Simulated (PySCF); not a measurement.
How methods differ on the ionisation energy of Tc⁺

Tc⁺ [Kr] 4d5 5s1 [4d3/2^4 4d5/2^1 5s1/2^1, M_J = 3] → Tc²⁺ [Kr] 4d5 [4d3/2^4 4d5/2^1, M_J = 5/2], as a difference of total energies. All numbers are calculated (PySCF 2.14, the two-component X2C-1e Hamiltonian, in x2c-SVPall-2c (6s8p6d1f, 67 functions)). Correlated levels: [Ar] 3d10 frozen; the 6 highest virtual spinors dropped. "Screened" scales the spin-orbit matrix elements by Boettger's factors to mimic the two-electron term; Breit and QED terms are absent.

| method | ionisation energy (eV) |
| --- | --- |
| GMP2 (spin-free) | 14.889 |
| GHF (screened spin-orbit) | 14.214 |
| GMP2 (screened spin-orbit) | 14.888 |

Task: How much does correlation contribute at GMP2 (screened spin-orbit)?

Result: 14.888 − (14.214) = 0.674 eV, measured against GHF (screened spin-orbit).

Errors of the correlated levels include the incompleteness of this basis and the frozen core.

The labels give the starting determinants; with spin-orbit coupling the two ends relaxed to ⟨J²⟩ = 12.00, ⟨L²⟩ = 0.02, ⟨S²⟩ = 11.99 and ⟨J²⟩ = 8.75, ⟨L²⟩ = 0.02, ⟨S²⟩ = 8.74.

For comparison: 15.26 eV (semi-empirical (NIST evaluation); NIST Atomic Spectra Database, ionization energies).
